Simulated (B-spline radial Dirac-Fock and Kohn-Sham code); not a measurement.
Form factor and incoherent scattering function of Nb⁴⁺

System: Nb⁴⁺, configuration [Kr] 4d1, inside a Watson sphere of charge -4 and radius 1.8 Å (a model of the Madelung potential; inside it an electron's potential energy is raised by 32.0 eV).

Input of the calculation (task.json; shells as n, l, electrons):

```json
{"items": [{
  "Z": 41,
  "q": 4,
  "cfg": [[1, 0, 2], [2, 0, 2], [2, 1, 6], [3, 0, 2], [3, 1, 6], [3, 2, 10], [4, 0, 2], [4, 1, 6], [4, 2, 1]],
  "A": 93,
  "rrms": 4.324,
  "watson": [-4, 1.8],
  "do": ["scatter"],
  "s": [0.0, 0.06, 0.07, 0.09, 0.12, 0.15, 0.19, 0.24, 0.3, 0.38, 0.48, 0.61, 0.77, 0.97, 1.22, 1.54, 1.94, 2.45, 3.09, 3.9, 4.93, 6.21, 7.84],
  "pz": [0, 0.1, 0.2, 0.3, 0.4, 0.5, 0.6, 0.8, 1.0, 1.2, 1.4, 1.6, 1.8, 2.0, 2.5, 3.0, 4.0, 5.0, 7.0, 10.0, 15.0, 20.0, 30.0, 40.0, 60.0, 100.0],
  "hv_scatter": [1000, 5000, 8047.8, 10000, 20000, 200000, 500000, 1000000]
}]}
```

Command: `python xray_run.py task.json out`

Method: configuration-average Dirac-Fock orbitals. Computed with a radial finite-basis atomic code. f₀ is the Fourier transform of the spherical electron density, S the Waller-Hartree incoherent function, and s = sin θ/λ.

| s (Å⁻¹) | f₀ | S |
| --- | --- | --- |
| 0 | 37.000 | 0.000 |
| 0.06 | 36.453 | 0.580 |
| 0.07 | 36.261 | 0.779 |
| 0.09 | 35.800 | 1.245 |
| 0.12 | 34.937 | 2.079 |
| 0.15 | 33.909 | 3.017 |
| 0.19 | 32.362 | 4.334 |
| 0.24 | 30.293 | 5.969 |
| 0.3 | 27.837 | 7.830 |
| 0.38 | 24.893 | 10.113 |
| 0.48 | 21.915 | 12.633 |
| 0.61 | 18.954 | 15.302 |
| 0.77 | 16.016 | 17.889 |
| 0.97 | 12.850 | 20.595 |
| 1.22 | 9.743 | 23.432 |
| 1.54 | 7.298 | 26.262 |
| 1.94 | 5.829 | 28.775 |
| 2.45 | 4.805 | 30.923 |
| 3.09 | 3.707 | 32.705 |
| 3.9 | 2.569 | 34.086 |
| 4.93 | 1.728 | 35.037 |
| 6.21 | 1.283 | 35.679 |
| 7.84 | 1.029 | 36.180 |

f₀ starts at the number of electrons, 37, and has fallen to half at s ≈ 0.63 Å⁻¹. The sum of ⟨r²⟩ over the electrons is 21.02 bohr².
